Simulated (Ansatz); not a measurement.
A nudged elastic band was laid between two geometries of CH₂FGeNOS (8 atoms, charge 0, multiplicity 1).

Theory: Ansatz 0.2.0, RKS B3LYP-D4/def2-SVP.

* movable images: 7
* climbing image: yes
* spring: 5.0 eV/Å²
* optimiser: quadratic models (default)
* start path: through a guess of the saddle point
* force threshold: 0.03 eV/Å
* iteration limit: 60
* end points: relaxed

Initial state:

```xyz
8
Properties=species:S:1:pos:R:3
O 2.123 0.166 0.810
C 0.870 0.086 0.387
N 0.475 -0.522 -0.676
Ge -1.319 -0.126 -0.389
F -1.981 0.976 -1.559
S -0.387 0.905 1.417
H 2.672 -0.311 0.161
H -2.360 -1.232 -0.206
```

Final state:

```xyz
8
Properties=species:S:1:pos:R:3
O 2.185 0.479 1.247
C 1.101 0.306 0.784
N 0.711 -0.382 -0.341
Ge -1.128 -0.122 -0.315
F -1.631 0.863 -1.658
S -0.528 0.957 1.518
H 1.417 -0.805 -0.940
H -2.035 -1.351 -0.350
```

(1) What changes between the two ends?

(2) Give the energies along the band, and the barrier.

(3) What is the geometry of the highest image?

(4) What are the harmonic wavenumbers there?

The band took 14 iterations and about 5 core-minutes.

Results:

(1) Bonds broken: O1–H7. Bonds formed: N3–H7.

(2) The forces met the threshold. The highest image is number 4 of 0 to 8, 1.47 eV above the first end and 2.49 eV above the last; the last end lies 1.02 eV below the first. A vibrational analysis at the climbing image gives one clearly imaginary mode, 1922i cm⁻¹: a first-order saddle point. The orbitals stay closed-shell, which can raise the energy where a bond breaks towards radicals; this wasn't checked here.

```json
{"image": "0", "path coordinate (Å)": "0.00", "energy (eV)": "0.00", "O1–H7 (Å)": "0.97", "N3–H7 (Å)": "2.36"}
{"image": "1", "path coordinate (Å)": "0.26", "energy (eV)": "0.08", "O1–H7 (Å)": "0.98", "N3–H7 (Å)": "2.15"}
{"image": "2", "path coordinate (Å)": "0.52", "energy (eV)": "0.37", "O1–H7 (Å)": "1.00", "N3–H7 (Å)": "1.90"}
{"image": "3", "path coordinate (Å)": "0.77", "energy (eV)": "0.93", "O1–H7 (Å)": "1.09", "N3–H7 (Å)": "1.62"}
{"image": "4", "path coordinate (Å)": "1.03", "energy (eV)": "1.47", "O1–H7 (Å)": "1.34", "N3–H7 (Å)": "1.37"}
{"image": "5", "path coordinate (Å)": "1.32", "energy (eV)": "0.73", "O1–H7 (Å)": "1.67", "N3–H7 (Å)": "1.14"}
{"image": "6", "path coordinate (Å)": "1.61", "energy (eV)": "-0.29", "O1–H7 (Å)": "2.03", "N3–H7 (Å)": "1.04"}
{"image": "7", "path coordinate (Å)": "1.90", "energy (eV)": "-0.86", "O1–H7 (Å)": "2.38", "N3–H7 (Å)": "1.02"}
{"image": "8", "path coordinate (Å)": "2.19", "energy (eV)": "-1.02", "O1–H7 (Å)": "2.65", "N3–H7 (Å)": "1.02"}
```

(3) 
```xyz
8
Properties=species:S:1:pos:R:3
O 2.200 0.172 0.825
C 0.954 0.219 0.622
N 0.626 -0.421 -0.496
Ge -1.202 -0.133 -0.369
F -1.828 0.951 -1.572
S -0.438 0.933 1.508
H 1.983 -0.495 -0.314
H -2.204 -1.283 -0.260
```

(4) 1922i, 99, 163, 249, 336, 410, 438, 550, 590, 664, 719, 750, 988, 1041, 1382, 1619, 2027, 2190 cm⁻¹.

The run took 2.6 min on 2 threads of AMD EPYC 9R45 96-Core Processor (Zen 5), with other jobs on the host, peak memory 0.33 GiB.
